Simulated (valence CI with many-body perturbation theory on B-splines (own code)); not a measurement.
E1 line list for S XI

Calculated by valence CI with perturbative core correlation (CI+MBPT): four valence electrons over a frozen Dirac-Fock core [He], a basis of 11 s, 11 p, 9 d, 7 f, 5 g, 2 h, 1 i functions for each j, with the one-electron correlation potential Σ1, the two-electron term Σ2, the three-electron term Σ3, Breit, model QED; selected CI, second order for the rest, scaled by the run's own slope (own B-spline code, finite nucleus).

No measured spectrum was set against this ion. As an estimate, levels of excited configurations hold to 0.05 to 0.15 % of their energy, terms of the ground configuration to about 0.5 %. Among the levels kept, up to 250 cm⁻¹ of a level comes from second order outside the variational space, and about a tenth of that is noise between levels of different J, which matters for small intervals.

Lines 51 to 100 of 247 in falling wavelength, among levels below 2738300 cm⁻¹, chosen from the strongest by gf and those to the six lowest levels. Wavelengths and rates use the calculated energies, so an error of 300 cm⁻¹ moves a line at 88.84 nm by 0.27 % and its rate by three times that or more. Electric multipoles are in the length gauge, E1 and E2 with the static RPA response of the core. Weak lines are less certain than strong ones. Lines between different terms over intervals too small for the method are left out, as are lines whose strength nearly cancels. The highest levels of a list are the least certain.

Names give the largest LS component (configuration and term), which can be under half, so a name can repeat, a term be missing and a line seem to break the LS rules; names also repeat where a configuration has a term twice.

```tsv
λ vac (nm)	Upper	Lower	A (s⁻¹)	S (a.u.) with core polarisation	S without
88.84	2s2 2p 3d 3P°_2	2s2 2p 3p 3P_2	3.12e+08	5.40e-01	5.40e-01
88.17	2s2 2p 3d 1F°_3	2s2 2p 3p 1D_2	8.43e+08	2.00e+00	2.00e+00
88.05	2s2 2p 3d 1D°_2	2s2 2p 3p 3D_1	5.44e+08	9.16e-01	9.16e-01
87.89	2s2 2p 3p 3P_1	2s2 2p 3s 3P°_2	7.18e+08	7.22e-01	7.22e-01
87.86	2s 2p2 3p 5P°_3	2s 2p2 3s 5P_2	1.92e+08	4.49e-01	4.49e-01
87.52	2s2 2p 3d 3D°_2	2s2 2p 3p 3S_1	3.80e+08	6.28e-01	6.28e-01
87.44	2s 2p2 3p 5P°_2	2s 2p2 3s 5P_1	3.64e+08	6.01e-01	6.01e-01
87.16	2s2 2p 3d 3F°_2	2s2 2p 3p 1P_1	5.27e+08	8.60e-01	8.60e-01
86.51	2s2 2p 3p 3S_1	2s2 2p 3s 3P°_1	4.17e+08	4.00e-01	4.00e-01
86.41	2s2 2p 3d 3P°_2	2s2 2p 3p 3P_1	1.39e+08	2.21e-01	2.21e-01
85.51	2s2 2p 3p 3P_2	2s2 2p 3s 3P°_2	8.10e+08	1.25e+00	1.25e+00
85.23	2s2 2p 3d 3P°_1	2s2 2p 3p 3P_1	4.56e+08	4.18e-01	4.18e-01
84.52	2s2 2p 3d 3P°_0	2s2 2p 3p 3P_1	6.76e+08	2.01e-01	2.01e-01
84.35	2s2 2p 3p 3P_0	2s2 2p 3s 3P°_1	9.92e+08	2.94e-01	2.94e-01
80.53	2s2 2p 3d 3P°_2	2s2 2p 3p 3S_1	3.29e+08	4.25e-01	4.24e-01
79.51	2s2 2p 3d 3P°_1	2s2 2p 3p 3S_1	2.38e+08	1.77e-01	1.77e-01
79.43	2s2 2p 3d 3D°_3	2s2 2p 3p 3D_3	2.89e+08	5.00e-01	5.00e-01
78.61	2s2 2p 3p 3P_2	2s2 2p 3s 3P°_1	2.06e+08	2.46e-01	2.47e-01
77.08	2s2 2p 3d 3D°_2	2s2 2p 3p 3D_2	2.19e+08	2.47e-01	2.47e-01
76.55	2s2 2p 3p 1D_2	2s2 2p 3s 1P°_1	1.48e+09	1.64e+00	1.64e+00
72.25	2s 2p2 3p 5S°_2	2s 2p2 3s 5P_3	1.06e+09	9.83e-01	9.83e-01
69.25	2s 2p2 3p 5S°_2	2s 2p2 3s 5P_2	6.49e+08	5.32e-01	5.32e-01
67.13	2s 2p2 3p 5S°_2	2s 2p2 3s 5P_1	3.56e+08	2.66e-01	2.66e-01
60.69	2s2 2p 3p 1S_0	2s2 2p 3s 1P°_1	3.22e+09	3.56e-01	3.56e-01
57.57	2s 2p3 5S°_2	2s2 2p2 3P_2	4.87e+05	2.29e-04	2.30e-04
55.29	2s 2p3 5S°_2	2s2 2p2 3P_1	2.29e+05	9.57e-05	9.63e-05
55.17	2s2 2p 3d 1P°_1	2s2 2p 3p 1P_1	7.94e+08	1.97e-01	1.97e-01
47.79	2s 2p2 3p 3D°_2	2s2 2p 3p 3P_1	5.21e+08	1.40e-01	1.40e-01
47.30	2s 2p2 3p 3D°_3	2s2 2p 3p 3P_2	7.44e+08	2.72e-01	2.72e-01
45.00	2s 2p3 3D°_1	2s2 2p2 1S_0	1.30e+06	1.75e-04	1.76e-04
44.13	2s 2p2 3p 3P°_2	2s2 2p 3p 3P_2	6.98e+08	1.48e-01	1.48e-01
36.26	2p4 1D_2	2s 2p3 1P°_1	1.48e+09	1.74e-01	1.75e-01
36.19	2p4 3P_2	2s 2p3 3S°_1	2.92e+09	3.41e-01	3.43e-01
35.21	2s 2p3 3P°_1	2s2 2p2 1S_0	6.00e+06	3.88e-04	3.90e-04
35.07	2p4 3P_1	2s 2p3 3S°_1	3.38e+09	2.16e-01	2.17e-01
34.74	2s 2p3 3D°_2	2s2 2p2 1D_2	3.21e+06	3.33e-04	3.35e-04
34.71	2s 2p3 3D°_3	2s2 2p2 1D_2	1.87e+07	2.70e-03	2.72e-03
34.71	2s 2p3 3D°_1	2s2 2p2 1D_2	2.67e+06	1.65e-04	1.66e-04
29.57	2p4 1D_2	2s 2p3 1D°_2	1.26e+10	8.02e-01	8.06e-01
29.18	2s 2p3 3D°_2	2s2 2p2 3P_2	3.95e+08	2.42e-02	2.43e-02
29.16	2s 2p3 3D°_3	2s2 2p2 3P_2	2.84e+09	2.43e-01	2.45e-01
29.15	2s 2p3 3D°_1	2s2 2p2 3P_2	3.31e+07	1.21e-03	1.22e-03
29.08	2s 2p2 3s 3D_3	2s2 2p 3s 3P°_2	3.86e+09	3.28e-01	3.29e-01
28.58	2s 2p3 3P°_1	2s2 2p2 1D_2	1.88e+07	6.50e-04	6.53e-04
28.58	2s 2p3 3D°_2	2s2 2p2 3P_1	2.67e+09	1.54e-01	1.54e-01
28.56	2s 2p3 3D°_1	2s2 2p2 3P_1	1.06e+09	3.64e-02	3.66e-02
28.55	2s 2p3 3P°_2	2s2 2p2 1D_2	3.55e+06	2.04e-04	2.05e-04
28.25	2s 2p2 3s 3D_2	2s2 2p 3s 3P°_1	3.06e+09	1.70e-01	1.71e-01
28.14	2s 2p3 3D°_1	2s2 2p2 3P_0	2.10e+09	6.94e-02	6.98e-02
28.05	2s 2p2 3s 3D_1	2s2 2p 3s 3P°_0	2.48e+09	8.10e-02	8.14e-02
```
